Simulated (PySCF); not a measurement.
C$_{2}$H$_{8}$AlNO (SMILES C[N](C)[AlH][OH]), singlet, geometry from GFN2-xTB (such geometries of metal compounds can be far from the true shape); DF-B3LYP/6-311+G(2d,p) run with PySCF.

PySCF was given this input:
```python
from pyscf import gto, scf, dft

mol = gto.Mole()
mol.atom = '''
    Al    0.43123791   -0.88994502    0.43185892
    H     0.13973124   -1.48946914    1.79054644
    O     1.52327931   -1.65374815   -0.52193379
    H     2.15517625   -2.09972623   -1.06832075
    N    -0.46641910    0.61592276    0.00925779
    C    -0.39634520    1.40464196   -1.20319236
    C    -1.39831753    1.15627105    0.97633592
    H    -1.37304566    1.45615585   -1.70141772
    H    -0.07106791    2.43143590   -0.99173348
    H     0.31929610    0.94594500   -1.88573684
    H    -1.11512297    2.17095045    1.28274336
    H    -2.41774357    1.19518885    0.57270872
    H    -1.39664077    0.51185247    1.85884879
'''
mol.basis = '6-311+g(2d,p)'
mol.verbose = 4
mol.max_memory = 1800
mol.build()

mf = dft.RKS(mol)
mf.xc = 'b3lyp'
mf = mf.density_fit(auxbasis='def2-universal-jkfit')
mf.kernel()
```

What does PySCF print? Leave out banner, timings and long lists.


```
PySCF version 2.14.0

[INPUT] verbose = 4
[INPUT] num. atoms = 13
[INPUT] num. electrons = 48
[INPUT] charge = 0
[INPUT] spin (= nelec alpha-beta = 2S) = 0
[INPUT] symmetry False subgroup None
[INPUT] Mole.unit = angstrom
[INPUT] Symbol           X                Y                Z      unit          X                Y                Z       unit  Magmom
[INPUT]  1 Al     0.431237910000  -0.889945020000   0.431858920000 AA    0.814921544430  -1.681752353721   0.816095083250 Bohr   0.0
[INPUT]  2 H      0.139731240000  -1.489469140000   1.790546440000 AA    0.264053774646  -2.814688745591   3.383642384915 Bohr   0.0
[INPUT]  3 O      1.523279310000  -1.653748150000  -0.521933790000 AA    2.878580707116  -3.125131082506  -0.986311918256 Bohr   0.0
[INPUT]  4 H      2.155176250000  -2.099726230000  -1.068320750000 AA    4.072692862667  -3.967907511266  -2.018833630690 Bohr   0.0
[INPUT]  5 N     -0.466419100000   0.615922760000   0.009257790000 AA   -0.881404358266   1.163925330286   0.017494687619 Bohr   0.0
[INPUT]  6 C     -0.396345200000   1.404641960000  -1.203192360000 AA   -0.748983878786   2.654388607472  -2.273704035569 Bohr   0.0
[INPUT]  7 C     -1.398317530000   1.156271050000   0.976335920000 AA   -2.642437166878   2.185035610263   1.845007494375 Bohr   0.0
[INPUT]  8 H     -1.373045660000   1.456155850000  -1.701417720000 AA   -2.594680253923   2.751735751183  -3.215213514282 Bohr   0.0
[INPUT]  9 H     -0.071067910000   2.431435900000  -0.991733480000 AA   -0.134298886145   4.594747940435  -1.874104665762 Bohr   0.0
[INPUT] 10 H      0.319296100000   0.945945000000  -1.885736840000 AA    0.603382181642   1.787576978902  -3.563526170603 Bohr   0.0
[INPUT] 11 H     -1.115122970000   2.170950450000   1.282743360000 AA   -2.107277008512   4.102501780501   2.424033638504 Bohr   0.0
[INPUT] 12 H     -2.417743570000   1.195188850000   0.572708720000 AA   -4.568873186728   2.258579593634   1.082262629950 Bohr   0.0
[INPUT] 13 H     -1.396640770000   0.511852470000   1.858848790000 AA   -2.639268549702   0.967260984482   3.512715120079 Bohr   0.0

nuclear repulsion = 226.649646854179
number of shells = 91
number of NR pGTOs = 278
number of NR cGTOs = 191
basis = 6-311+g(2d,p)
ecp = {}

******** <class 'pyscf.df.df_jk.DFRKS'> ********
method = DFRKS
initial guess = minao
damping factor = 0
level_shift factor = 0
DIIS = <class 'pyscf.scf.diis.CDIIS'>
diis_start_cycle = 1
diis_space = 8
diis_damp = 0
SCF conv_tol = 1e-09
SCF conv_tol_grad = None
SCF max_cycles = 50
direct_scf = False
XC library pyscf.dft.libxc version 7.1.2
    S. Lehtola, C. Steigemann, M. J. T. Oliveira, and M. A. L. Marques,  SoftwareX 7, 1–5 (2018)
XC functionals = b3lyp
    P. J. Stephens, F. J. Devlin, C. F. Chabalowski, and M. J. Frisch,  J. Phys. Chem. 98, 11623 (1994)
radial grids:
    Treutler-Ahlrichs [JCP 102, 346 (1995); DOI:10.1063/1.469408] (M4) radial grids

becke partition: Becke, JCP 88, 2547 (1988); DOI:10.1063/1.454033
pruning grids: <function nwchem_prune>
grids dens level: 3
symmetrized grids: False
atomic radii adjust function: <function treutler_atomic_radii_adjust>
small_rho_cutoff = 0
Set gradient conv threshold to 3.16228e-05
Initial guess from minao.
tot grids = 153864
******** <class 'pyscf.df.df.DF'> ********
auxbasis = def2-universal-jkfit
init E= -453.784020669372
  HOMO = -0.271594778471446  LUMO = -0.0634467952986525  gap/eV = 5.66400
cycle= 1 E= -453.42799587044  delta_E= 0.356  |g|= 0.962  |ddm|= 2.81
  HOMO = -0.112676703421612  LUMO = 0.00869455353943114  gap/eV = 3.30268
cycle= 2 E= -452.976730957131  delta_E= 0.451  |g|= 1.77  |ddm|= 1.61
  HOMO = -0.214246331217602  LUMO = -0.0208369652579593  gap/eV = 5.26294
cycle= 3 E= -453.598424813639  delta_E= -0.622  |g|= 0.127  |ddm|= 1.15
  HOMO = -0.228264228992174  LUMO = -0.0164100535489406  gap/eV = 5.76485
cycle= 4 E= -453.600605105426  delta_E= -0.00218  |g|= 0.0785  |ddm|= 0.123
  HOMO = -0.216845934690149  LUMO = -0.0156701474158165  gap/eV = 5.47427
cycle= 5 E= -453.601927669813  delta_E= -0.00132  |g|= 0.0247  |ddm|= 0.066
  HOMO = -0.219417870839251  LUMO = -0.0156123951265192  gap/eV = 5.54583
cycle= 6 E= -453.602047222603  delta_E= -0.00012  |g|= 0.00724  |ddm|= 0.0181
  HOMO = -0.219082902437322  LUMO = -0.0157062015863524  gap/eV = 5.53416
cycle= 7 E= -453.602057308446  delta_E= -1.01e-05  |g|= 0.00106  |ddm|= 0.0041
  HOMO = -0.219100611756467  LUMO = -0.0157809150680707  gap/eV = 5.53261
cycle= 8 E= -453.602057567178  delta_E= -2.59e-07  |g|= 0.000241  |ddm|= 0.00111
  HOMO = -0.21908428209499  LUMO = -0.0157670656823381  gap/eV = 5.53254
cycle= 9 E= -453.602057582587  delta_E= -1.54e-08  |g|= 4.44e-05  |ddm|= 0.000308
  HOMO = -0.219090094253708  LUMO = -0.0157671314786769  gap/eV = 5.53270
cycle= 10 E= -453.602057582929  delta_E= -3.42e-10  |g|= 1.1e-05  |ddm|= 3.71e-05
  HOMO = -0.219091061349623  LUMO = -0.0157670665370348  gap/eV = 5.53273
Extra cycle  E= -453.602057582912  delta_E= 1.74e-11  |g|= 1.45e-05  |ddm|= 1.65e-05
converged SCF energy = -453.602057582912
```
